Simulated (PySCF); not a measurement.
## C(2+): ionisation energy

C(2+) [He] 2s2 (1S) → C(3+) [He] 2s1 (2S), as a difference of total energies. Calculation: PySCF 2.14, in dyall-av3z; no relativity, point nucleus. Correlated levels: valence: 1s2 frozen; virtual orbitals above 40 to 60 times the deepest correlated orbital energy dropped. The calculations carry no spin-orbit coupling.

**Question.** Order these methods by the ionisation energy they give, lowest first.
A. r2SCAN
B. B97-3
C. SCS-MP2 (valence)
D. BHandHLYP

**Answer.** A (46.616 eV), D (47.024 eV), B (47.166 eV), C (47.254 eV).

Errors of the correlated levels include the incompleteness of this basis and the frozen core.

MP2 underrates the near-degeneracy of ns² with np² in the lower species.

For comparison: 47.888 eV (measured; NIST Atomic Spectra Database, ionization energies).
